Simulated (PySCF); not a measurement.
B(All)2(F), SMILES C=CCB(F)CC=C (C6H10BF), singlet (GFN2-xTB optimised geometry):

```
18

B     -0.720     0.890     0.000
C      0.867     0.890     0.000
C      1.515    -0.447     0.164
C      2.136    -1.103    -0.798
H      1.221     1.563     0.787
H      1.192     1.337    -0.945
H      1.436    -0.880     1.153
H      2.227    -0.698    -1.792
H      2.579    -2.071    -0.636
C     -1.628    -0.409    -0.108
C     -1.910    -0.620    -1.570
C     -1.322    -1.537    -2.316
H     -2.579    -0.271     0.412
H     -1.134    -1.294     0.290
H     -2.629     0.062    -2.005
H     -0.594    -2.217    -1.905
H     -1.548    -1.650    -3.363
F     -1.321     2.071     0.000
```

Method: B3LYP/def2-SVP (PySCF).

### Question
What are the frontier orbital energies and the dipole moment?

### Answer
HOMO-2 -8.94 eV, HOMO-1 -7.25 eV, HOMO -6.74 eV, LUMO -0.60 eV, LUMO+1 0.35 eV; dipole moment 0.64 D.

On the same geometry PBE/def2-SVP (PySCF) gives HOMO-2 -7.70 eV, HOMO-1 -6.32 eV, HOMO -5.79 eV, LUMO -1.39 eV, LUMO+1 -0.49 eV; dipole moment 0.52 D.

Meta-Löwdin charges at B3LYP/def2-SVP: B1 0.46, C2 -0.31, C3 -0.07, C4 -0.24, H5 0.12, H6 0.12, H7 0.09, H8 0.10, H9 0.10, C10 -0.30, C11 -0.06, C12 -0.24, H13 0.11, H14 0.11, H15 0.10, H16 0.10, H17 0.10, F18 -0.27.
